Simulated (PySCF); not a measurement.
```xyz
6
charge 0 multiplicity 3, angstrom
Mo    0.0033   -0.0263    0.0609
O    -0.0318    0.1144    1.7214
O     1.5486   -0.3113   -1.0026
O    -1.5634    0.2925   -0.9670
H     2.4687   -0.1168   -0.8198
H    -2.0374    1.1251   -1.0197
```

Computed with UPBE0 in PySCF with Mo def2-TZVP with ECP28, O def2-TZVP, H def2-TZVP; scalar-relativistic core potentials, no spin–orbit coupling; density-fitted integrals.

This geometry of MoO(OH)2 is a stationary point at this level.

(1) What is the point group?

(2) Is it a minimum?

(3) Which band is strongest in the infrared?

(4) What are the dipole moment and the gap between the highest occupied and lowest empty levels of either spin?

Results:

(1) C1.

(2) Yes: all harmonic wavenumbers are real.

(3) 1050 cm⁻¹ (a), 203 km/mol.

(4) 1.74 D and 3.80 eV.

This need not be the most stable arrangement of these atoms. Open d and f shells are described by one determinant, and the ground state may have another occupation or spin.
